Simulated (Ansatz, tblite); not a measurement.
Removing and adding an electron: Ga₇P₇. The state is a singlet with charge 0. Geometry: PBE-D4/def2-SVP. Ansatz, gas phase; energy differences of separate SCF runs; the oxidised species was run as a doublet alone; the reduced species was run as a doublet alone.

Cartesian coordinates in Å:
```
Ga -1.598 1.994 -1.920
Ga -0.260 0.113 2.936
Ga -1.968 0.790 0.574
Ga 2.376 1.711 1.094
Ga 0.663 -1.799 -1.068
Ga 0.417 0.024 -3.172
Ga 1.600 -1.729 1.772
P -3.503 1.668 -0.911
P 0.717 2.031 -2.052
P -2.429 0.133 2.714
P 2.001 0.023 3.167
P 0.392 -2.150 -3.334
P 1.160 -3.419 0.466
P 0.433 0.610 -0.266
```

The xTB rows come from tblite. Single mean-field runs in def2-TZVP are fitted with def2-universal-jkfit. HOMO above LUMO, or a gap near zero within one spin, warns that the state may not be the lowest or that an electron is smeared out.

```tsv
level	−HOMO (eV)	vertical IE (eV)	−LUMO (eV)	vertical EA (eV)	HOMO–LUMO gap (eV)	IE − EA (eV)
GFN2-xTB	9.63	11.21	8.21	6.61	1.42	4.60
PBE0-D4/def2-TZVP	5.99	7.09	2.96	1.92	3.03	5.17
CAM-B3LYP-D4/def2-TZVP	6.96	7.26	2.05	1.80	4.90	5.47
```

Problem. Estimate the rows for GFN1-xTB, PBE-D4/def2-TZVP.

Solution. 
```csv
level,−HOMO (eV),vertical IE (eV),−LUMO (eV),vertical EA (eV),HOMO–LUMO gap (eV),IE − EA (eV),remarks
GFN1-xTB,9.01,10.72,6.54,4.80,2.47,5.92,–
PBE-D4/def2-TZVP,5.17,6.84,3.51,1.96,1.66,4.88,"gap within one spin near zero (+1 doublet), gap within one spin near zero (-1 doublet)"
```

Relaxing the reduced species (PBE-D4/def2-SVP) changes its energy by -0.56 eV at PBE-D4/def2-TZVP, so the adiabatic electron affinity to this nearest minimum is 2.52 eV. At PBE0-D4/def2-TZVP it is 2.52 eV.     Raw xTB energy differences between charge states are shifted by several eV; the methods need an empirical correction for them. Sets without diffuse functions give affinities that are too small.
